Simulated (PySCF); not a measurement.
Constitutional and geometric isomers with formula H4O2Si2. Gas-phase values, no solvent. One relaxed conformer stands for each flexible species; it need not be the lowest. Strings in code marks are SMILES.

Calculation: r2SCAN-D4/def2-TZVP in PySCF. All candidates: neutral, multiplicity 1. Delta-SCF ions had no search for a lower state. Excitations are Tamm–Dancoff values on a coarser integration grid. The basis has no diffuse functions, so Rydberg states are missing or too high.

| Item | Result |
|---|---|
| vertical ionisation energy (Delta-SCF) | 9.98 eV |
| HOMO–LUMO gap | 4.45 eV |
| S1 excitation (TDA) | 4.54 eV |

Q: Identify which member has these values.
(A) `O[Si](O)=[SiH2]` (H–O–Si–Si torsion -19°, Si–Si–O–H torsion -165°)
(B) `O/[SiH]=[SiH]\O` (H–O–Si–Si torsion 52°, Si–Si–O–H torsion -118°)
(C) `O/[SiH]=[SiH]/O` (H–O–Si–Si torsion -58°, Si–Si–O–H torsion 58°)
(D) `O=[Si](O)[SiH3]` (Si–Si–O–H torsion 0°)

A: D, `O=[Si](O)[SiH3]` (Si–Si–O–H torsion 0°). The others give `O/[SiH]=[SiH]\O` (H–O–Si–Si torsion 52°, Si–Si–O–H torsion -118°): 7.61 eV, 2.53 eV, 3.60 eV; `O/[SiH]=[SiH]/O` (H–O–Si–Si torsion -58°, Si–Si–O–H torsion 58°): 7.55 eV, 2.40 eV, 3.41 eV; `O[Si](O)=[SiH2]` (H–O–Si–Si torsion -19°, Si–Si–O–H torsion -165°): 8.09 eV, 3.38 eV, 4.69 eV
